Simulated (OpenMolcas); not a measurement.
## Ir5+: effect of the IPEA shift

```yaml
Program: OpenMolcas
Basis: ANO-RCC-VTZP [8s7p5d3f1g]
Scalar_Hamiltonian: DKH2, point nucleus
Active_space: 4 electrons in 5 orbitals (5d)
State_averaging: 2S+1 = 5 even, 5 roots; 2S+1 = 3 even, 45 roots kept (CI in the orbitals of an earlier block); 2S+1 = 1 even, 50 roots kept (CI in the orbitals of an earlier block)
Spin-orbit_coupling: RASSI with atomic mean-field integrals over the reference wave functions, term energies averaged over their components
```

Methods on the same reference wave functions:
A. CASSCF
B. MS-CASPT2, IPEA 0 Eh, imaginary shift 0.1 Eh (closed shells correlated: 5s 5p)
C. MS-CASPT2, IPEA 0.25 Eh, imaginary shift 0.1 Eh (closed shells correlated: 5s 5p)

Energies in eV above 5d⁴ ⁵D₀.

```json
{"Level": "5d⁴ ⁵D₀ [58 %]", "A": "0.0000", "B": "0.0000", "C": "0.0000"}
{"Level": "5d⁴ ⁵D₁", "A": "0.6550", "B": "0.776", "C": "0.756"}
{"Level": "5d⁴ ⁵D₂", "A": "1.2387", "B": "1.396", "C": "1.368"}
{"Level": "5d⁴ ⁵D₃", "A": "1.7016", "B": "1.833", "C": "1.811"}
{"Level": "5d⁴ ⁵D₄ [58 %]", "A": "2.0158", "B": "2.064", "C": "2.058"}
{"Level": "5d⁴ ³H₄ [54 %]", "A": "3.2027", "B": "3.136", "C": "3.137"}
{"Level": "5d⁴ ³G₃ [62 %]", "A": "3.8480", "B": "3.628", "C": "3.650"}
{"Level": "5d⁴ ³H₅ [75 %]", "A": "3.9905", "B": "3.882", "C": "3.899"}
{"Level": "5d⁴ ³F₂(1) [61 %]", "A": "4.0149", "B": "3.685", "C": "3.728"}
{"Level": "5d⁴ ³P₁(1) [72 %]", "A": "4.1072", "B": "3.797", "C": "3.852"}
{"Level": "5d⁴ ³H₆ [71 %]", "A": "4.3300", "B": "4.233", "C": "4.239"}
{"Level": "5d⁴ ³G₄ [56 %]", "A": "4.7610", "B": "4.571", "C": "4.594"}
{"Level": "5d⁴ ³G₅ [75 %]", "A": "5.8796", "B": "5.697", "C": "5.718"}
{"Level": "5d⁴ ¹I₆ [71 %]", "A": "6.1608", "B": "6.027", "C": "6.020"}
{"Level": "5d⁴ ³D₁", "A": "6.2492", "B": "5.843", "C": "5.890"}
{"Level": "5d⁴ ¹S₀(1) [71 %]", "A": "7.1581", "B": "6.660", "C": "6.717"}
{"Level": "5d⁴ ¹F₃ [60 %]", "A": "7.6004", "B": "7.010", "C": "7.046"}
{"Level": "5d⁴ ³F₃(2)", "A": "9.0265", "B": "8.366", "C": "8.396"}
{"Level": "5d⁴ ³P₁(2)", "A": "9.1713", "B": "8.371", "C": "8.435"}
{"Level": "5d⁴ ³P₀(2)", "A": "9.6412", "B": "8.810", "C": "8.891"}
{"Level": "5d⁴ ¹G₄(2) [73 %]", "A": "9.6688", "B": "8.927", "C": "8.965"}
{"Level": "5d⁴ ¹D₂(2)", "A": "11.9038", "B": "10.797", "C": "10.814"}
{"Level": "5d⁴ ¹S₀(2)", "A": "14.9208", "B": "13.475", "C": "13.514"}
```

Between B and C the level of the table that moves most is 5d⁴ ³P₀(2), by 660 cm-1 (lowest in B, highest in C). Moves below CASPT2's spread within the term are not significant.

From A to B the spin-free energies of the other terms of 5d⁴ shown, above ⁵D, scale by factors of 0.79 to 0.90, as is usual when dynamic correlation screens the repulsion within a d or f shell.

The lowest spin-free term lies below A's lowest term by 0.268 hartree in B, 0.260 hartree in C.

CASPT2 does not keep the components of a term degenerate, so their means are used; among the terms shown or strongly mixed into the levels shown the widest spread is 1100 cm-1 (5d⁴ ¹I, C). Terms from blocks run as CI alone lack orbitals of their own. Without dynamic correlation excited terms often stand tens of per cent too high (terms of higher spin than the ground term too low), and those without a measured partner can miss by more than the paired ones (holds for A). The CASPT2 spread within a term exceeds the gap to the next term for 5d⁴ ³D and 5d⁴ ¹I, so the order of their levels is uncertain (holds for C). Levels of configurations outside the active space are missing. The table leaves out levels that lie high or whose names do not pair safely across all columns.

A share in square brackets marks a mixed level and gives the weight of the term that names it, the lowest over the columns. A number in round brackets counts repeated terms of one configuration in the order of the reference energies.
